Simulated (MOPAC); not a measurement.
MOPAC input (AM1):

```
AM1 PRECISE GNORM=0.05 LET XYZ UHF MS=0.5 GEO-OK AUX(PRECISION=9) THREADS=1
C4H9O

C    -0.15458263 1    1.56936794 1    0.12679620 1
C    -0.46010178 1    0.11839111 1    0.25121699 1
C    -1.77580462 1   -0.25558895 1   -0.43448311 1
O     0.54588482 1   -0.69368072 1   -0.34901345 1
C     1.78028139 1   -0.67225970 1    0.33715635 1
H    -0.55078373 1    2.28404498 1    0.83480451 1
H     0.33383512 1    1.93500851 1   -0.76691364 1
H    -0.53883351 1   -0.14464435 1    1.31817736 1
H    -1.71598341 1   -0.03155660 1   -1.50007087 1
H    -1.96674374 1   -1.32258087 1   -0.31011871 1
H    -2.60520026 1    0.30674057 1   -0.00473890 1
H     2.22075939 1    0.33078383 1    0.35743386 1
H     2.45186170 1   -1.34634055 1   -0.19233870 1
H     1.66525562 1   -1.02147212 1    1.37175422 1
```

From the output:

```
                                                       MOPAC v23.2.5 Linux

          FINAL HEAT OF FORMATION =        -28.88089 KCAL/MOL =    -120.83763 KJ/MOL

          COSMO AREA              =        123.96 SQUARE ANGSTROMS
          COSMO VOLUME            =        111.27 CUBIC ANGSTROMS

          GRADIENT NORM           =          0.04380          =       0.01171 PER ATOM
          IONIZATION POTENTIAL    =          9.495349 EV
          ALPHA SOMO LUMO (EV)    =         -9.495  3.003
          BETA  SOMO LUMO (EV)    =        -10.556  1.088
          NO. OF ALPHA ELECTRONS  =         16
          NO. OF BETA  ELECTRONS  =         15
          MOLECULAR WEIGHT        =         73.1145         POINT GROUP:  C1

          MOLECULAR DIMENSIONS (Angstroms)

            Atom       Atom       Distance
            H    13    H    11     5.32945
            H    10    H     7     3.92325
            H    14    H     9     3.07093

          SCF CALCULATIONS        =         73

   ATOM   CHEMICAL          X               Y               Z
  NUMBER   SYMBOL      (ANGSTROMS)     (ANGSTROMS)     (ANGSTROMS)

     1       C         -0.17818868  *   1.57074390  *   0.10158696  *
     2       C         -0.45331577  *   0.13311920  *   0.25684354  *
     3       C         -1.77149803  *  -0.25398994  *  -0.39856158  *
     4       O          0.54909661  *  -0.67607867  *  -0.37403316  *
     5       C          1.77931401  *  -0.68845845  *   0.32646172  *
     6       H         -0.88702343  *   2.29785952  *   0.49531885  *
     7       H          0.70091197  *   1.91154989  *  -0.44390732  *
     8       H         -0.48735862  *  -0.11921320  *   1.35911124  *
     9       H         -1.73433004  *  -0.04296368  *  -1.49332143  *
    10       H         -1.95966938  *  -1.34400553  *  -0.25377713  *
    11       H         -2.60084093  *   0.33149137  *   0.06243433  *
    12       H          2.19500638  *   0.34484041  *   0.42279216  *
    13       H          2.45164536  *  -1.32460931  *  -0.30196500  *
    14       H          1.64956633  *  -1.14028948  *   1.34150315  *

                             CARTESIAN COORDINATES

   1    C       -0.178188682     1.570743897     0.101586960
   2    C       -0.453315769     0.133119199     0.256843543
   3    C       -1.771498032    -0.253989935    -0.398561577
   4    O        0.549096606    -0.676078666    -0.374033162
   5    C        1.779314013    -0.688458455     0.326461717
   6    H       -0.887023428     2.297859522     0.495318849
   7    H        0.700911967     1.911549893    -0.443907317
   8    H       -0.487358622    -0.119213198     1.359111243
   9    H       -1.734330039    -0.042963677    -1.493321429
  10    H       -1.959669384    -1.344005534    -0.253777133
  11    H       -2.600840933     0.331491365     0.062434326
  12    H        2.195006380     0.344840408     0.422792163
  13    H        2.451645357    -1.324609309    -0.301965003
  14    H        1.649566328    -1.140289483     1.341503151

           Empirical Formula: C4 H9 O  =    14 atoms

      MOLECULAR POINT GROUP   :   C1

          ALPHA EIGENVALUES
 -39.12844 -33.31228 -27.87523 -26.72886 -21.79318 -17.62579 -16.32131 -16.00228
 -14.28122 -13.79701 -13.20222 -12.96507 -12.31624 -12.04071 -10.63450  -9.49535
   3.00318   3.79920   3.92598   4.11521   4.32141   4.38689   4.51982   4.61724
   4.66024   4.92054   4.99144   5.09307   6.33337

           BETA EIGENVALUES
 -39.05191 -33.01359 -27.18107 -26.46832 -21.42386 -17.56050 -16.19434 -15.93613
 -14.20801 -13.63184 -13.12562 -12.71038 -12.23503 -11.95670 -10.55590   1.08794
   2.99254   4.01463   4.18342   4.31874   4.36397   4.48304   4.55494   4.66493
   4.98271   5.06642   5.21406   5.34300   6.34773

              NET ATOMIC CHARGES AND DIPOLE CONTRIBUTIONS

  ATOM NO.   TYPE          CHARGE      No. of ELECS.   s-Pop       p-Pop
    1          C          -0.293476        4.2935     1.29460     2.99888
    2          C           0.048216        3.9518     1.20973     2.74205
    3          C          -0.203471        4.2035     1.22659     2.97688
    4          O          -0.276612        6.2766     1.88136     4.39526
    5          C          -0.073335        4.0733     1.23980     2.83354
    6          H           0.118857        0.8811     0.88114
    7          H           0.125924        0.8741     0.87408
    8          H           0.083299        0.9167     0.91670
    9          H           0.090751        0.9092     0.90925
   10          H           0.087137        0.9129     0.91286
   11          H           0.078926        0.9211     0.92107
   12          H           0.060062        0.9399     0.93994
   13          H           0.097057        0.9029     0.90294
   14          H           0.056665        0.9433     0.94334
 DIPOLE           X         Y         Z       TOTAL
 POINT-CHG.    -0.093     0.342     0.859     0.929
 HYBRID         0.105     0.261     0.275     0.394
 SUM            0.012     0.603     1.134     1.284

          ATOMIC ORBITAL ELECTRON POPULATIONS

     Atom    s        px        py        pz
    1  C   1.29460   1.01887   0.96145   1.01856
    2  C   1.20973   0.89042   0.88956   0.96207
    3  C   1.22659   0.93969   1.01898   1.01821
    4  O   1.88136   1.21413   1.68188   1.49924
    5  C   1.23980   0.86655   1.00158   0.96541
    6  H   0.88114
    7  H   0.87408
    8  H   0.91670
    9  H   0.90925
   10  H   0.91286
   11  H   0.92107
   12  H   0.93994
   13  H   0.90294
   14  H   0.94334

                    (SZ)    =    0.500000
                    (S**2)  =    0.762255

          ATOMIC ORBITAL SPIN POPULATIONS

    Atom   Total    s     px     py     pz
         Atomic
    1  C  1.1302  0.064  0.290  0.054  0.722
    2  C -0.0916 -0.011 -0.015 -0.044 -0.021
    3  C  0.0451  0.008  0.024  0.006  0.007
    4  O  0.0004 -0.000  0.001 -0.002  0.002
    5  C -0.0005 -0.000 -0.000  0.000 -0.000
    6  H -0.0579 -0.058
    7  H -0.0573 -0.057
    8  H  0.0387  0.039
    9  H -0.0034 -0.003
   10  H -0.0014 -0.001
   11  H -0.0025 -0.002
   12  H -0.0002 -0.000
   13  H  0.0003  0.000
   14  H -0.0000 -0.000

 **********************
 *                    *
 * JOB ENDED NORMALLY *
 *                    *
 **********************

 == MOPAC DONE ==
```

The geometry given is a B3LYP-D3(BJ)/def2-TZVP minimum.
